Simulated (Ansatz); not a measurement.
Basis sets compared for Zn3O3H12, a cluster cut from zinc blende ZnO (hydrogen-capped). Total charge 0; singlet. Geometry r2SCAN-D4/def2-SVP. Ansatz on 4 threads of Arm Neoverse N1 on a shared host; times are rough, and most runs start from earlier orbitals.

```xyz
18

O     0.693   -1.596   -1.082
O    -1.727   -0.172    1.086
O     1.032    1.771   -0.005
Zn    2.117    0.212   -1.341
Zn   -0.858    1.969    1.320
Zn   -1.275   -2.172    0.006
H     1.554    0.708   -2.714
H     3.168   -0.242   -0.271
H    -1.771    2.663    0.257
H    -0.142    1.717    2.690
H    -2.229   -1.961   -1.216
H    -0.596   -2.887    1.223
H     0.483   -1.828   -2.002
H     1.300   -2.283   -0.759
H    -2.636    0.017    0.798
H    -1.788   -0.455    2.013
H     0.935    2.519   -0.618
H     1.738    2.018    0.616
```

Binding counts from free atoms (O triplet, Zn singlet, H doublet) in the same basis, without a counterpoise term.

| level | functions | energy (Eh) | HOMO (eV) | LUMO (eV) | binding per atom (eV) | wall time |
| --- | --- | --- | --- | --- | --- | --- |
| PBE-D4/def2-SVP | 195 | -5568.9679 | -5.84 | -0.79 | 2.54 | 5.5 s |
| PBE0-D4/def2-SVP | 195 | -5569.0660 | -7.08 | 0.15 | 2.49 | 9 s |

Problem. Estimate the rows for PBE-D4/def2-TZVP (with forces), PBE0-D4/def2-TZVP.

Solution. 
```csv
level,functions,energy (Eh),HOMO (eV),LUMO (eV),binding per atom (eV),wall time
PBE-D4/def2-TZVP (with forces),309,-5570.0579,-6.21,-1.63,2.49,11 s
PBE0-D4/def2-TZVP,309,-5570.1191,-7.38,-0.83,2.45,27 s
```
